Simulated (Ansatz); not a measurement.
# Interaction energy ladder

The pair of HBr (SMILES Br, atoms 1–2) and Cl2 (SMILES ClCl, atoms 3–4), both closed shells, in one local arrangement (a lower one may exist), relaxed at PBE0-D4/def2-TZVP:

```
4
angstrom
Br 0.3487 -0.6827 -2.0448
H -0.4462 0.4764 -2.2563
Cl 0.1392 -0.1097 1.1817
Cl -0.0417 0.3160 3.1194
```

Program: Ansatz 0.2.0. Basis: def2-TZVPPD, with def2-QZVPPD for the basis limit. Cores are frozen in the correlated methods. Filled d shells of the heavier atoms are correlated. The def2 sets are not built for correlating such inner shells, so the correlated values are less sure here. Extrapolation: Hartree–Fock as exp(−7.88 √X), correlation as X^−2.97. Interaction energies count from these two fragments, frozen as in the pair, with the counterpoise correction; negative means bound.

Problem. What is the interaction energy by CCSD(T) at an estimated basis limit (MP2 extrapolated from triple and quadruple zeta, plus CCSD(T) − MP2 in triple zeta)? (To be estimated.)

Solution. Computed: -6.0 kJ/mol. Hartree–Fock alone gives 5.4 kJ/mol at the basis limit, so without correlation the pair would not bind at this distance. Plain CCSD(T) in triple zeta gives -2.9 kJ/mol; the step to the limit is large here, so the limit is uncertain. It counts from the two fragments frozen as in the pair.

Problem. Which atoms make the shortest contact between the fragments?

Solution. Br1 and Cl3, 3.28 Å apart.

Basis-set superposition shift (counterpoise-corrected less uncorrected): CCSD(T) 3.5; MP2 3.4; HF 0.7; PBE0-D4 0.7; wB97M-V 0.5 kJ/mol.

No T1 diagnostic of these runs exceeds 0.009.

For scale, one of the runs: CCSD(T)/def2-TZVPPD, 176 basis functions, launched by `ansatz run in.yaml --threads 4 --pin off --events-out ev --progress --plain --max-ram 9574MiB`. The run took 37 s on 4 CPU threads of an Arm Neoverse V1 (shared host), with 1.5 GiB of host memory at its peak.
